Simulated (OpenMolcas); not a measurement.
## B²⁺: CASPT2 settings compared

```
Program             : OpenMolcas 26.06
Basis               : ANO-R3 [4s4p2d1f]
Scalar Hamiltonian  : X2C, finite nucleus
Active space        : 1 electron in 8 orbitals (2s 2p 3s 3p)
State averaging     : 2S+1 = 2 even, 1 root; 2S+1 = 2 odd, 3 roots
Spin-orbit coupling : state interaction with AMFI integrals over the reference wave functions, term energies averaged over their components
```

Methods on the same reference wave functions:
A. CASSCF
B. SS-CASPT2, IPEA 0.2 Eh, no level shift (closed shells correlated: 1s)
C. SS-CASPT2, IPEA 0.4 Eh, real shift 0.3 Eh (closed shells correlated: 1s)

Energies in cm-1 above 2s 2S 1/2, the measured ground level; measured values from Moore, Atomic Energy Levels, vol. I, NSRDS-NBS 35 (1971 reprint of NBS Circular 467, 1949).

| Level | A | B | C | Measured |
| --- | --- | --- | --- | --- |
| 2s 2S 1/2 | 0.0 | 0.0 | 0.0 | 0.0 |
| 2p 2P* 1/2 | 48971 | 48736 | 48736 | 48358 |
| 2p 2P* 3/2 | 49001 | 48765 | 48766 | 48393 |

Deviations, from unrounded energies. A percentage is the sum of absolute deviations over the sum of measured energies, with the sign that they share, or ± where signs differ.

| Against measurement | Levels | A | B | C |
| --- | --- | --- | --- | --- |
| mean absolute deviation (cm-1) | 2 | 610 | 370 | 380 |
| other configurations (%) | 2 | +1.3 | +0.8 | +0.8 |

B, C lie about equally close to measurement and A furthest from it. The largest miss of B in the table is 2p 2P* 1/2, by +380 cm-1. The ranking rests on the paired levels alone, and a cruder setting can come out closer through cancelling errors.

Between B and C no level of the table moves by more than 5 cm-1.

The lowest spin-free term lies below A's lowest term by 0.007 hartree in B, 0.007 hartree in C.

With one active electron outside closed inactive shells, the extra shells (3p 3s) add no correlation to the reference. With one active electron the reference holds no correlation, so core polarisation is missing (holds for A). With one active electron, CASPT2 adds the correlation within the correlated inactive shells and between them and that electron, and leaves the splitting within a term as the reference gives it (holds for B; C). Computed and measured levels are paired by configuration, term and J; levels that our copy of the source lacks, or whose pairing is in doubt (as where it misses far off the trend of its configuration), stay unpaired and out of the deviations. Only configurations of the active space appear.

* marks odd parity.
